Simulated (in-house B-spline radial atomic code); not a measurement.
Ag2+: [Kr] 4d(4 up, 5 down)

All numbers are computed (non-relativistic TPSS, spin-polarised, spherical fractional occupations; point nucleus) with an all-electron radial atomic-structure program (B-spline basis), not measured.

Z_r = [3n² - l(l+1)]/(2<r>); Z_e = n√(-2ε); the last column is Slater's effective charge. Values are occupation-weighted means over spin.

```
shell  electrons   ε (eV)  <r> (bohr)    Z_r    Z_e  Slater
   1s          2   -24578     0.03238  46.33  42.50   46.70
   2s          2  -3563.9      0.1404  42.73  32.37   42.85
   2p          6  -3315.7        0.12  41.66  31.22   42.85
   3s          2  -670.54      0.3807  35.46  21.06   35.75
   3p          6  -570.34       0.373  33.51  19.42   35.75
   3d         10  -386.07      0.3457  30.37  15.98   25.85
   4s          2  -110.87      0.9412  25.50  11.42   19.25
   4p          6  -79.368       1.009  22.79   9.66   19.25
   4d          9  -29.224       1.295  16.21   5.86    8.20
```

The least bound orbital is 4d up at -28.79 eV, and it is also the most diffuse (<r> = 1.299 bohr).
